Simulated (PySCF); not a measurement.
States of one metal complex from SC-NEVPT2 in the d shell, PySCF, above the ground state:

```csv
2S+1,degeneracy,energy / cm⁻¹,f (electric dipole)
3,1,0,–
3,2,7708,2.4e-04
3,1,8486,0
1,1,11068,–
1,1,11313,–
3,1,12730,6.2e-04
3,2,13253,9.7e-04
1,2,18319,–
1,1,19084,–
1,1,19176,–
3,1,19834,1.1e-03
3,2,20172,2.1e-03
```

Problem. Which of these complexes, all computed at model or optimised geometries, gave the data?
A. [V(SeH)4]- (d2, tetrahedral)
B. [VCl6]3- (d2, octahedral)
C. [Ni(OH)4]2- (d8, tetrahedral)
D. [NiF5]3- (d8, square pyramidal)

Solution. A. [V(SeH)4]- (d2, tetrahedral) has 3B (from 3A2), then 3E (from 3T2) at 7708, 3B (from 3T2) at 8486 cm⁻¹ (NEVPT2). The others: [NiF5]3- (d8, square pyramidal) has 3B1, then 3E at 3922, 3B2 at 8259 cm⁻¹ (NEVPT2); [VCl6]3- (d2, octahedral) has 3T1g, then 1T2g at 11428, a 2S+1 = 1 state (56 % 1D) at 11706 cm⁻¹ (NEVPT2); [Ni(OH)4]2- (d8, tetrahedral) has 3E (from 3T1), then 3A (from 3T1) at 981, 3B (from 3T2) at 2720 cm⁻¹ (NEVPT2).

On [V(SeH)4]-: NEVPT2 lifts 3B (from 3T2) from 6760 to 8486 cm⁻¹; on the d shell alone such lifts tend to overshoot. NEVPT2 on the d shell alone tends to put d–d bands too high for such charged or covalently bound ions.
